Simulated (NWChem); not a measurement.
System: TaOF$_{3}$; SMILES [F][Ta]([F])(=[O])[F]

The following NWChem deck was run.

```
start job
memory heap 200 mb stack 900 mb global 1100 mb
geometry units angstroms noautoz
  Ta     0.000000     0.000000    -0.017327
  O      0.000000     0.000000     1.689123
  F      1.611597     0.788233    -0.558321
  F     -1.488429     1.001567    -0.558321
  F     -0.123169    -1.789801    -0.558321
end
basis spherical
  Ta library def2-svpd
  O library def2-svpd
  F library def2-svpd
end
ecp
  Ta library def2-ecp
end
dft
  xc xpbe96 cpbe96
  iterations 150
  mulliken
end
task dft energy
```

Geometry: optimised at PBE0/def2-SVP. def2 effective core potentials on Ta; no spin-orbit coupling.

Predict the main results of this run. (PBE/def2-SVPD with def2 effective core potentials on Ta.) Quantities: basis functions; energy (Ha); highest occupied level (eV); orbital gap (eV); dipole (D).

The number of basis functions is 127 and the energy (Ha) is -431.48. The highest occupied level (eV) comes out as -8.85 and the orbital gap (eV) is 6.14. The dipole (D) is 1.69.
